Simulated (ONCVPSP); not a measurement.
# What one change does to a pseudopotential (barium, ONCV)

Ba, optimised norm-conserving Vanderbilt (ONCV), made with ONCVPSP 4.0.1 (Wu-Cohen, scalar-relativistic). Core [Kr] 4d10, reference 5s2 5p6 (charge +2). Waves: 5s: rc 2.55 bohr, ncon 4, nbas 7, qcut 4.8 1/bohr, 2 projectors, debl 3.5 Ha; 5p: rc 1.90 bohr, ncon 4, nbas 7, qcut 3.6 1/bohr, 3 projectors, debl 1.7 Ha; d scattering state at 0.33 Ha: rc 2.40 bohr, ncon 4, nbas 8, qcut 4.2 1/bohr, 1 projector. Local part: polynomial inside 1.85 bohr (lpopt 3, dvloc0 4 Ha). Core correction: Teter function, fcfact 2.75, rcfact 1.4.

In the s channel the program set the typed energies aside and used -1.692, 0.050 Ha. In the d channel the program set the typed energies aside and used 0.050 Ha.

All-electron outer shells of the reference configuration (Wu-Cohen, scalar-relativistic, ld1.x):

```tsv
shell	level (eV)	outermost node (bohr)	outermost maximum (bohr)
5p	-30.94	0.86	1.67
```

Change: core correction Teter function, fcfact 6.5, rcfact 1.4.

Cutoffs: the cutoffs (Ha) at which the residual kinetic energy of the hardest occupied pseudo-wave falls to 1 and 0.1 mHa per electron; they do not see the model core or the augmentation charge, which bear on the density cutoff. Errors are all-electron minus pseudo energies relative to the spin-unpolarised reference configuration.

What does the change do?

The potential gets neither clearly harder nor softer (32 Ha and 40 Ha → 32 Ha and 40 Ha); of the 4 tests that both files solve, the error grows in 0 and shrinks in 3 by more than 15 % and 0.3 meV (median size 1.8 → 1.0 meV); neither file shows a bound ghost. A model core, the more so a compact one, raises the density cutoff, which this test does not measure.

```tsv
quantity	base	changed
cutoff, loose	32 Ha	32 Ha
cutoff, tight	40 Ha	40 Ha
bound ghosts	none	none
GHOST(+) flags under 300 eV	none	none
error for 5s2 5p6 6s2, meV [ΔE -15.20 eV]	+1.8	+0.7
error for 5s2 5p6 6s1, meV [ΔE -9.83 eV]	+1.5	+1.1
error for 5s2 5p6 6s1.5, meV [ΔE -13.05 eV]	+1.7	+1.0
error for 5s2 5p6 5d0.5 6s1.5, meV [ΔE -14.55 eV]	+10	+10
s: phases at 2.58 bohr within 0.05 rad from the reference energy up to (Ha; the scan ends near 5)	3.5	3.5
p: phases at 1.93 bohr within 0.05 rad from the reference energy up to (Ha; the scan ends near 5)	to the end of the scan	to the end of the scan
d: phases at 2.43 bohr within 0.05 rad from the reference energy up to (Ha; the scan ends near 5)	2.2	2.2
rms error of d²Exc/dni dnj with the model core, mHa	0.39	2.80
```
